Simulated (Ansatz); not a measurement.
Consider the cleavage of the Si–Si bond: `C[SiH2][SiH2][AsH2]` + `C[SiH](S)Cl` → `C[SiH2]S[SiH](C)Cl` + `[SiH3][AsH2]`.

Gas-phase electronic energies from Ansatz, PBE0-D4/def2-TZVP geometries. CCSD(T)/CBS adds triple-zeta CCSD(T) − MP2 to the extrapolated MP2 energy (def2 sets, frozen cores). Functionals use def2-TZVPP. B3LYP here is the variant with VWN-RPA as its local correlation; programs differ in this. For As outer-core shells are correlated without core-valence functions, which leaves a few kJ/mol of doubt a bond. Scalar relativity is left out up to krypton. Each species was taken in one conformer, which may not be the lowest.

`C[SiH2][SiH2][AsH2]`:

Cartesian coordinates in Å:
```
C 1.987 0.647 -0.398
Si 0.894 -0.877 -0.451
Si -1.364 -0.266 -0.409
As -1.720 1.080 1.513
H 1.806 1.282 -1.268
H 1.785 1.236 0.499
H 3.042 0.367 -0.393
H 1.165 -1.747 0.729
H 1.176 -1.680 -1.675
H -1.683 0.585 -1.590
H -2.258 -1.456 -0.442
H -3.234 0.945 1.439
H -1.595 -0.116 2.447
```

`C[SiH](S)Cl`:

```xyz
9

C     1.138    0.168    0.297
Si   -0.717    0.184    0.276
S    -1.514    0.110   -1.695
Cl   -1.372   -1.405    1.416
H     1.526    1.018   -0.269
H     1.520   -0.752   -0.150
H     1.505    0.227    1.324
H    -1.294    1.415    0.859
H    -0.792   -0.964   -2.057
```

`C[SiH2]S[SiH](C)Cl`:

Z-matrix (Å, degrees):
```
C
Si 1 1.860
H 1 1.091 2 110.4
H 1 1.092 2 110.5 3 -120.0
H 1 1.094 2 110.2 3 120.1
S 2 2.152 1 111.4 3 62.5
H 2 1.485 1 111.0 3 179.3
H 2 1.487 1 111.2 3 -59.5
Si 6 2.123 2 100.6 1 -94.0
C 9 1.854 6 113.5 2 -70.4
Cl 9 2.069 6 111.2 2 51.4
H 9 1.481 6 105.3 2 166.9
H 10 1.093 9 110.1 6 -178.4
H 10 1.091 9 111.0 6 61.4
H 10 1.093 9 109.6 6 -58.7
```

`[SiH3][AsH2]`:

Z-matrix (Å, degrees):
```
Si
As 1 2.365
H 1 1.486 2 113.4
H 1 1.486 2 108.2 3 -121.1
H 1 1.486 2 108.2 3 121.1
H 2 1.523 1 92.0 3 -46.4
H 2 1.523 1 92.0 3 45.8
```

**Question.** Is it downhill or uphill in electronic energy at CCSD(T)/CBS, and by how much? (An estimate is asked.)

**Answer.** Computed: Downhill: ΔE = -16.1 kcal/mol.

**Question.** What do these levels give: r2SCAN-D4, B3LYP-D4, ωB97X-V, r2SCAN, PBE0, B3LYP, HF/def2-TZVPP, MP2/def2-TZVPP, CCSD/def2-TZVPP, MP2/def2-QZVPP, MP2/CBS(def2), CCSD/CBS(def2)? (Estimate.)

**Answer.** Computed: r2SCAN-D4 -15.3, B3LYP-D4 -15.7, ωB97X-V -15.6, r2SCAN -15.0, PBE0 -13.4, B3LYP -14.0, HF/def2-TZVPP -16.5, MP2/def2-TZVPP -17.7, CCSD/def2-TZVPP -15.2, MP2/def2-QZVPP -18.2, MP2/CBS(def2) -18.5, CCSD/CBS(def2) -16.0 kcal/mol.

Largest T1 diagnostic among the species: 0.012.

The D4 term adds −1.7 kcal/mol with B3LYP and −0.9 kcal/mol with PBE0; it sums over pairs of atoms, weighted by their polarisabilities, and B3LYP, whose exchange is more repulsive, gets the larger term. From PBE to PBE0 (25 % exact exchange), in def2-TZVPP and without D4, ΔE moves by −1.1 kcal/mol.
